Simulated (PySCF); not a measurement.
# How methods differ on the ionisation energy of Tl⁷⁴⁺

Tl⁷⁴⁺ [He] 2s2 2p3 [2p1/2^2 2p3/2^1, M_J = 3/2] → Tl⁷⁵⁺ [He] 2s2 2p2 [2p1/2^2, M_J = 0], as a difference of total energies. Computed with PySCF 2.14 in an even-tempered Gaussian basis (16 s from 64 bohr⁻², ratio 2.4; 13 p from 83 bohr⁻², ratio 2.4; 5 d from 270 bohr⁻², ratio 2.6; 4 f from 410 bohr⁻², ratio 2.6), with the two-component X2C-1e Hamiltonian. Correlated levels: nothing frozen; the 28 highest virtual spinors dropped. "Screened" scales the spin-orbit matrix elements by Boettger's factors to mimic the two-electron term; Breit and QED terms are absent.

| method | ionisation energy (eV) |
| --- | --- |
| GHF (spin-free) | 20907.5 |
| GMP2 (spin-free) | 20907.8 |
| GHF (screened spin-orbit) | 20233.2 |
| GMP2 (screened spin-orbit) | 20233.6 |

For this ion Breit and QED terms and the two-electron picture change, all absent here, outweigh the correlation shift from GHF to GMP2.

The spin-free rows relax to the high-spin LS determinant and lack the spin-orbit shift.

The labels give the starting determinants; with spin-orbit coupling the two ends relaxed to ⟨J²⟩ = 3.75, ⟨L²⟩ = 2.63, ⟨S²⟩ = 1.45 and ⟨J²⟩ = 0.00, ⟨L²⟩ = 1.33, ⟨S²⟩ = 1.33.

For comparison: 20210 ± 90 eV (theoretical estimate listed by NIST; NIST Atomic Spectra Database, ionization energies).
